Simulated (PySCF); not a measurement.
Radial density of B⁺ (boron, charge +1)

UHF, [He] 2s1 2p1, 2s spin antiparallel (an excited configuration). All numbers are calculated (PySCF 2.14, no relativity, point nucleus, in aug-cc-pV5Z (7s6p5d4f3g2h, 127 functions)).

| r (bohr) | 4πr²ρ (e/bohr) | 4πr²(ρα − ρβ) |
| --- | --- | --- |
| 0.00490 | 0.02038 | -0.0006 |
| 0.00825 | 0.05578 | -0.0017 |
| 0.0139 | 0.1492 | -0.0047 |
| 0.0233 | 0.3842 | -0.0119 |
| 0.0393 | 0.9278 | -0.0285 |
| 0.0660 | 2.015 | -0.0603 |
| 0.111 | 3.669 | -0.1025 |
| 0.187 | 4.999 | -0.1107 |
| 0.314 | 4.257 | -0.0071 |
| 0.529 | 1.817 | 0.1459 |
| 0.889 | 0.8684 | 0.0609 |
| 1.50 | 1.100 | -0.1071 |
| 2.52 | 0.5051 | 0.0035 |
| 4.23 | 0.04221 | 0.0139 |
| 7.12 | 0.0002342 | 0.0002 |

With the s spin flipped the determinant is a mixture of two multiplicities, not a spectroscopic state.
